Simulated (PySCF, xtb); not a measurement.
Sn(H)2(OH)(OMe) (CH₆O₂Sn), SMILES C[O][SnH2][OH]. The values are those of a single conformer.

Harmonic wavenumbers (cm⁻¹) from GFN2-xTB in xtb at its own minimum, in rising order: 78, 102, 118, 233, 241, 387, 391, 437, 495, 531, 654, 836, 1057, 1144, 1146, 1422, 1487, 1493, 1531, 1672, 2952, 2964, 2988, 3610.

### Question
What does B3LYP-D3(BJ)/def2-SVP in PySCF 2.14.0 give at its own minimum? (The exact figures need the calculation; the answer reports its results.)

### Answer
62, 102, 165, 199, 253, 445, 523, 556, 611, 645, 662, 847, 1113, 1171, 1190, 1468, 1470, 1480, 1919, 1940, 2955, 3015, 3065, 3825. Paired by order, the mean absolute difference is 78 cm⁻¹ and the zero-point energies are 40.0 and 42.4 kcal/mol.
